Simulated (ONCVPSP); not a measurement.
# Building the ONCV potential for Ge (PW91, scalar-relativistic).

ONCVPSP 4.0.1 input, shortened (lines: element, Z, core and valence counts, functional; n l f; lmax; l rc ep ncon nbas qcut; lloc lpopt rc5 dvloc0; l nproj debl; icmod fcfact rcfact), PW91, scalar-relativistic:

```
  Ge 32.00    4    4  -109134      upf
    1    0    2.00
    2    0    2.00
    2    1    6.00
    3    0    2.00
    3    1    6.00
    3    2   10.00
    4    0    2.00
    4    1    1.75
    3
    0    1.90    0.00    3    7    2.90
    1    0.90    0.00    5    9   14.30
    2    0.90    0.00    5   10   14.80
    3    2.00    0.02    3    6    6.50
    2    5    0.90    0.00
    0    2    3.40
    1    2    2.60
    2    0    0.40
    3    2    2.30
    3    5.25    1.05
```

All-electron outer shells of the reference configuration (PW91, scalar-relativistic, ld1.x):

```csv
shell,level (eV),outermost node (bohr),outermost maximum (bohr)
2p,-1201.25,–,0.14
3s,-170.53,0.26,0.54
3p,-117.72,0.23,0.54
3d,-31.44,–,0.50
4s,-13.69,0.77,1.73
4p,-5.64,0.82,2.16
```

What the tests gave:

| Property | Result |
| --- | --- |
| Cutoffs needed | 113 Ha and 423 Ha (the cutoffs (Ha) at which the residual kinetic energy of the hardest occupied pseudo-wave falls to 1 and 0.1 mHa per electron) |
| Ghost test | ghosts flagged at negative energy: s at -289.1 eV, f at -2.36 eV; GHOST(+) flagged for s at 138.7 eV; a true bound ghost makes a file unfit for plane-wave use |
| Largest excitation error | +2.6 meV (all-electron minus pseudo) for 3p6 3d10 4s2 4p0, out of 4 test configurations |
| rms error of d²Exc/dni dnj | 3.13 mHa without and 2.97 mHa with the model core |

Generation and tests took about 3.3 s on one core of a shared server CPU.
